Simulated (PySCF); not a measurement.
# HgH₃⁻: breathing scan

Level of theory: PBE0 in PySCF with Hg def2-TZVPD with ECP60, H def2-TZVPD; scalar-relativistic core potentials, no spin–orbit coupling; density-fitted integrals.

Rigid scan from the singlet minimum (Hg–H 1.764 Å (×3); H–Hg–H 120.0° (×3)). Coordinate: all bonds to the central atom scaled together. Energies in kJ/mol from the minimum.

Question: Predict the curve at 0.88, 0.92, 0.96, 1.00, 1.04, 1.08, 1.14, 1.22, 1.35.

Answer: 
| scale of all bonds to the centre | E (kJ/mol) |
| --- | --- |
| 0.88 | 87.2 |
| 0.92 | 34.5 |
| 0.96 | 7.7 |
| 1.00 | 0.0 |
| 1.04 | 6.2 |
| 1.08 | 22.5 |
| 1.14 | 59.5 |
| 1.22 | 122.1 |
| 1.35 | 233.4 |

At long bonds a restricted determinant can lie too high, and another spin state can fall below this curve.

No spin–orbit coupling is included, which matters more the heavier the element.

Other isomers or separated fragments may lie lower.

The scan took 4.6 s on 2 threads of a shared Arm Neoverse V2 host; the process peaked at 0.83 GiB.
